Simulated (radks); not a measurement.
Question: Radial electron density D(r) = 4 pi r^2 rho(r) of an atom or ion with 53 electrons. Calculated with a radial shooting solver on a logarithmic mesh with Libxc functionals: Dirac Kohn-Sham, BLYP, spin-unpolarised, spherical densities, finite nucleus; Fermi nuclear charge, rms radius of each element as measured or else 0.836 A^(1/3) + 0.57 fm.

```
   r/bohr * D(r) (the largest magnitude, 113, reaches the edge; | marks zero)
 0.001759 |    *
 0.002015 |     *
 0.002309 |       *
 0.002645 |        *
  0.00303 |          *
 0.003472 |            *
 0.003946 |               *
 0.004521 |                  *
 0.005179 |                     *
 0.005934 |                        *
 0.006798 |                            *
 0.007788 |                               *
 0.008923 |                                   *
  0.01022 |                                     *
  0.01162 |                                        *
  0.01331 |                                         *
  0.01525 |                                          *
  0.01747 |                                         *
  0.02002 |                                        *
  0.02293 |                                      *
  0.02628 |                                     *
   0.0301 |                                    *
  0.03421 |                                     *
   0.0392 |                                        *
  0.04491 |                                            *
  0.05145 |                                                 *
  0.05895 |                                                     *
  0.06753 |                                                      *
  0.07737 |                                                     *
  0.08864 |                                                 *
   0.1007 |                                            *
   0.1154 |                                         *
   0.1322 |                                         *
   0.1515 |                                            *
   0.1736 |                                               *
   0.1989 |                                               *
   0.2278 |                                           *
    0.261 |                                  *
   0.2967 |                          *
   0.3399 |                    *
   0.3894 |                   *
   0.4461 |                     *
   0.5111 |                       *
   0.5856 |                     *
   0.6709 |                 *
   0.7686 |            *
   0.8736 |        *
    1.001 |    *
    1.147 |  *
    1.314 | *
    1.505 |*
    1.724 *
    1.976 *
    2.263 *
    2.572 *
    2.947 *
    3.377 *
```

What is the nuclear charge?

Answer: Z = 64. The innermost maximum, from 1s, lies near gamma/Z bohr with gamma = sqrt(1 - (Z/c)^2) = 0.884, here 0.0138 bohr (found: 0.0153), and its height grows with Z. The density is that of the gadolinium ion Gd11+ in [Kr] 4d10 4f5 5s2; the configuration itself is not fixed sharply by these data, and Z only to a few units. D(r) has 4 maxima, at r = 0.0153, 0.0675, 0.188, 0.515 bohr, and minima at 0.0294, 0.124, 0.374 bohr, inside which lie 2.01, 11.21, 29.42 electrons.
